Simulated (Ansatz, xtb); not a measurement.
## ClFGeH3Sn: 4 structures ranked

4 gas-phase structures of ClFGeH3Sn, found in a search over its isomers (lower ones may exist). Each was relaxed with GFN2-xTB; where two conformers were screened, the lower at r2SCAN-D4/def2-SVP//GFN2-xTB is listed:

A. `[F][Sn]([Cl])[GeH3]`, a doublet
B. `[F][GeH2][SnH][Cl]`, a doublet
C. `[F][Ge@H]([Cl])[SnH2]`, a doublet
D. `[F][SnH][GeH2][Cl]`, a doublet

Problem. Make a reasoned guess at their ranking by r2SCAN-D4/def2-SVP//GFN2-xTB single-point energy.

Solution. Calculated order at r2SCAN-D4/def2-SVP//GFN2-xTB: A (0.0), B (32.4), C (50.8), D (60.3) kJ/mol.

Energies above the lowest of each column, in kJ/mol; the last columns are at r2SCAN-D4/def2-SVP geometries and were run for some of them only (a dash: not run or not comparable):

```
structure  GFN2-xTB  HF/STO-3G  r2SCAN-D4/def2-SVP//GFN2-xTB  r2SCAN-D4/def2-SVP  CCSD(T)/def2-SVP + ΔMP2/def2-TZVPP
        A       0.0        0.0                           0.0                 0.0                                 0.0
        B       4.5       11.2                          32.4                26.7                                21.8
        C      17.3       34.9                          50.8                43.0                                32.1
        D      32.3       83.8                          60.3                   –                                   –
```

Every level run on A puts it lowest or level with the lowest. Some further structures that were screened fall inside this span and aren't listed. Flexible structures stand in one conformer each, not always the lowest. Frequencies (r2SCAN-D4/def2-SVP) were run for A, B, C alone. Open shells are spin-unrestricted. Atoms past krypton carry core potentials in the def2 sets, without spin–orbit terms. ΔMP2 is the change of the MP2 energy from the smaller to the larger basis.

Over these structures GFN2-xTB departs from r2SCAN-D4/def2-SVP//GFN2-xTB by 11.2 kJ/mol on average once a common shift is removed. A GFN2-xTB relaxation took about 0.23 s and the r2SCAN-D4/def2-SVP//GFN2-xTB energy about 5.1 s on a shared host (Ansatz 0.2.0, xtb 6.7.1).
